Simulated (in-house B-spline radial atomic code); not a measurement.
A fraction x of an electron is moved 4s → 4p in Br, starting from [Ar] 3d10 4s2 4p5 and keeping the highest spin. Method: non-relativistic RPBE, spin-polarised, spherical fractional occupations, point nucleus. Calculated with an all-electron radial atomic-structure program (B-spline basis).

```
    x  E(x) - E(0) (eV)  4s down level (eV)  4p down level (eV)
    0            0.0000             -18.928              -7.447
0.125            1.4356             -19.005              -7.517
 0.25                 ?                   ?                   ?
0.375                 ?                   ?                   ?
  0.5            5.7472             -19.235              -7.727
0.625            7.1860             -19.310              -7.796
 0.75            8.6256             -19.385              -7.865
0.875           10.0659             -19.459              -7.933
    1           11.5069                   -              -8.001
```

Q: What belongs in the row x = 0.25?

A: An energy change of 2.8720 eV; 4s down at -19.082 eV, 4p down at -7.588 eV.

Q: What belongs in the row x = 0.375?

A: An energy change of 4.3092 eV; 4s down at -19.159 eV, 4p down at -7.658 eV.

Q: Check Janak's theorem between x = 0.5 and 0.625.

A: The slope of the energy is 11.51 eV; the orbital levels give 11.51 eV (ε of the receiving orbital less ε of the emptying one, averaged over the two points).
